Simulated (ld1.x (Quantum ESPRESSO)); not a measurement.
**PBEsol TM dataset for lithium, scalar-relativistic all-electron reference.**

- Element: lithium
- Generator: ld1.x (Quantum ESPRESSO) 7.5
- Type: norm-conserving Troullier–Martins (Kleinman–Bylander form)
- Functional: PBEsol
- Relativity: scalar-relativistic
- Frozen core: [He]
- Valence charge: 1
- Reference configuration: 2s1 2p0
- Partial waves: 2s (bound): rc 2.10 bohr; 2p (bound, empty): rc 4.20 bohr
- Local potential: all-electron potential smoothed inside 1.60 bohr (lloc = -1)
- Core correction: a·sin(br)/r model core inside 1.65 bohr

(1) Estimate the cutoffs (Ry, on a coarse ladder) from which the occupation-weighted sum of valence levels, in a spherical-Bessel basis at the reference potential, stays within 10 and 1 mRy of its value at 400 Ry.

(2) Does the potential have ghost states?

(3) Tests: 2s0.5 2p0; 2s0 2p1. Which has the largest error in its energy relative to the reference configuration, and how large is it?

Answers

(1) 6 Ry and 6 Ry.

(2) No extra level below or beside the all-electron valence levels (s, p, d, f tested).

(3) 2s0 2p1, with -5.1 meV (all-electron minus pseudo) on +1.76 eV.
